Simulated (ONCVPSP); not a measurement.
PBE ONCV dataset for As, scalar-relativistic all-electron reference.

ONCVPSP 4.0.1 input, shortened (lines: element, Z, core and valence counts, functional; n l f; lmax; l rc ep ncon nbas qcut; lloc lpopt rc5 dvloc0; l nproj debl; icmod fcfact rcfact), PBE, scalar-relativistic:

```
  As 33.00    6    2        4      upf
    1    0    2.00
    2    0    2.00
    2    1    6.00
    3    0    2.00
    3    1    6.00
    3    2   10.00
    4    0    1.00
    4    1    4.00
    1
    0    1.30    0.00    3    7    6.40
    1    2.00    0.00    5    9    4.50
    4    5    1.20    0.00
    0    2    1.40
    1    3    3.80
    0    0.00    0.00
```

All-electron outer shells of the reference configuration (PBE, scalar-relativistic, ld1.x):

| shell | level (eV) | outermost node (bohr) | outermost maximum (bohr) |
| --- | --- | --- | --- |
| 3p | -135.37 | 0.22 | 0.52 |
| 3d | -42.30 | – | 0.47 |
| 4s | -15.37 | 0.73 | 1.61 |
| 4p | -5.84 | 0.78 | 1.95 |

What the tests gave:

| Item | Value |
| --- | --- |
| Cutoffs needed | 10 Ha and 58 Ha (the cutoffs (Ha) at which the residual kinetic energy of the hardest occupied pseudo-wave falls to 1 and 0.1 mHa per electron) The cutoffs count occupied waves only; projector 3 of the p channel, the hardest unoccupied one, needs 29 Ha at the loose tolerance. |
| Ghost test | ghosts flagged at negative energy: s at -288.2 eV; GHOST(+) flagged for p at 334.6 eV; a true bound ghost makes a file unfit for plane-wave use |
| Largest excitation error | -23 meV (all-electron minus pseudo) for 4s2 4p1, out of 4 test configurations |

Generation and tests took about 6.3 s on one core of a shared server CPU.
